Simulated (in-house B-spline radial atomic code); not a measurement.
Configurations of the dysprosium ion Dy²⁺, with energies counted from [Xe] 4f10. Level of theory: scalar-relativistic (X2C) r2SCAN0, spin-polarised, spherical fractional occupations, exact exchange averaged over the configuration, Fermi nucleus of rms radius 5.2218 fm; calculated with a B-spline radial code for spherical atoms. Shells without spins written out take the highest spin.

Occupations are held fixed; configurations that lie above the ionisation limit could autoionise.

```
             configuration  E - E(ref) (eV)  highest orbital  its <r> (bohr)
              [Xe] 4f9 5d1           1.7357            5d up           2.273
              [Xe] 4f9 6p1           6.7785            6p up           3.968
[Kr] 4d10 4f10 5s2 5p5 6d1           35.763            6d up           5.699
     [Kr] 4d9 4f11 5s2 5p6           153.53          4f down          0.8732
 [Kr] 4d9 4f10 5s2 5p6 6p1           161.09            6p up           3.964
 [Kr] 4d9 4f10 5s2 5p6 6d1           166.57            6d up           5.664
```

Task: Order these further configurations by energy, lowest first.
A. [Kr] 4d10 4f10 5s2 5p5 5f1
B. [Kr] 4d9 4f10 5s2 5p6 5f1
C. [Kr] 4d9 4f10 5s2 5p6 6f1
D. [Kr] 4d9 4f10 5s2 5p6 6s1
E. [Kr] 4d10 4f11 5s2 5p5

Result: E (26.091 eV), A (37.471 eV), D (156.36 eV), B (168.31 eV), C (171 eV).

Task: How far above the reference does [Xe] 4f9 6d1 lie?

Result: 12.248 eV; its least bound orbital is 6d up with <r> = 5.671 bohr.
